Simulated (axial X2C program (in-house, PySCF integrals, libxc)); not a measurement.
# Density and ELF of RuS

Computed with an in-house all-electron X2C program for linear molecules (integrals from PySCF). Spin-free means the one-electron spin-free X2C Hamiltonian. Basis: Ru dyall-cv3z [12s12p8d5f3g], S dyall-av3z [9s8p3d2f] (cores contracted in-house); Gaussian nuclei, density fitting, unrestricted open shells. Masses: Ru 101.904 u, S 31.972 u.

PBE0, scalar-relativistic, state M_S = 2, Λ = 2 (beyond evenly filled blocks: σα, π+α, π-α, δ+α, δ+β, δ-α); Ru at z = 0, S at z = 2.085 Å.

The maps cover the half plane through the axis: z from -2.4 to 4.2 Å along the bond, ρ from 0.15 to 2.25 Å away from it.

log10 of the density in e/bohr³:

```
 ρ\z  -2.4  -1.8  -1.2  -0.6   0.0   0.6   1.2   1.8   2.4   3.0   3.6   4.2
0.15  -3.7  -2.8  -1.6  -0.1   1.7  -0.2  -0.8   0.3   0.1  -1.1  -2.0  -3.0
0.45  -3.7  -2.8  -1.7  -0.5   0.2  -0.5  -0.9  -0.6  -0.7  -1.2  -2.1  -3.1
0.75  -3.8  -2.9  -1.9  -0.9  -0.4  -0.9  -1.2  -0.9  -0.9  -1.4  -2.3  -3.2
1.05  -3.8  -3.0  -2.2  -1.4  -1.1  -1.4  -1.5  -1.3  -1.3  -1.8  -2.5  -3.4
1.35  -3.9  -3.1  -2.4  -1.9  -1.7  -1.8  -1.8  -1.7  -1.7  -2.1  -2.8  -3.6
1.65  -4.1  -3.4  -2.7  -2.3  -2.1  -2.2  -2.2  -2.1  -2.2  -2.5  -3.1  -3.8
1.95  -4.3  -3.6  -3.1  -2.7  -2.6  -2.6  -2.6  -2.6  -2.6  -2.9  -3.4  -4.1
2.25  -4.5  -3.9  -3.4  -3.1  -3.0  -3.0  -3.0  -3.0  -3.1  -3.3  -3.8  -4.3
```

Electron localisation function (collinear form, no current term, damped to 0 at low density):

```
 ρ\z  -2.4  -1.8  -1.2  -0.6   0.0   0.6   1.2   1.8   2.4   3.0   3.6   4.2
0.15  0.00  0.01  0.09  0.75  0.62  0.67  0.68  0.68  0.51  0.86  0.60  0.11
0.45  0.00  0.01  0.10  0.66  0.50  0.57  0.67  0.11  0.15  0.87  0.57  0.10
0.75  0.00  0.02  0.12  0.45  0.64  0.33  0.61  0.78  0.86  0.84  0.49  0.07
1.05  0.00  0.03  0.15  0.32  0.34  0.21  0.53  0.81  0.87  0.77  0.39  0.04
1.35  0.00  0.04  0.17  0.27  0.25  0.19  0.41  0.69  0.76  0.62  0.25  0.02
1.65  0.00  0.04  0.16  0.25  0.22  0.17  0.27  0.50  0.57  0.42  0.12  0.01
1.95  0.00  0.02  0.12  0.20  0.19  0.14  0.15  0.28  0.34  0.21  0.04  0.00
2.25  0.00  0.01  0.06  0.13  0.13  0.09  0.08  0.12  0.14  0.07  0.01  0.00
```

Axial spin density in 10⁻³ e/bohr³:

```
 ρ\z  -2.4  -1.8  -1.2   -0.6    0.0    0.6   1.2   1.8   2.4  3.0  3.6  4.2
0.15   0.0   0.2   5.0  112.6  297.3  121.7  -7.8  -0.9   0.6  0.6  0.1  0.0
0.45   0.1   0.4   5.8   78.4  100.9   68.7  -6.1  11.1  23.4  3.7  0.3  0.0
0.75   0.1   0.6   5.4   39.4   70.4   25.5  -2.6  15.2  24.2  4.6  0.5  0.1
1.05   0.1   0.6   3.9   17.9   27.7   10.1  -0.1   8.2  11.9  3.2  0.5  0.1
1.35   0.1   0.5   2.4    7.9   10.8    4.7   0.8   3.4   4.7  1.7  0.3  0.1
1.65   0.1   0.3   1.3    3.5    4.4    2.3   0.7   1.4   1.8  0.8  0.2  0.0
1.95   0.0   0.2   0.7    1.5    1.8    1.1   0.4   0.6   0.7  0.3  0.1  0.0
2.25   0.0   0.1   0.3    0.6    0.8    0.5   0.2   0.2   0.2  0.1  0.1  0.0
```

The state is a single determinant with fixed occupations, the lowest that a limited PBE0 search found. PBE0 can misorder states that lie within some tenths of an eV, so this need not be the ground state of the molecule. The nearest other spin-free determinant of the search, M_S = 2, Λ = 0, lies 0.50 eV up at the distance of the search. Without a current term, density functionals place determinants with orbital angular momentum somewhat too high.
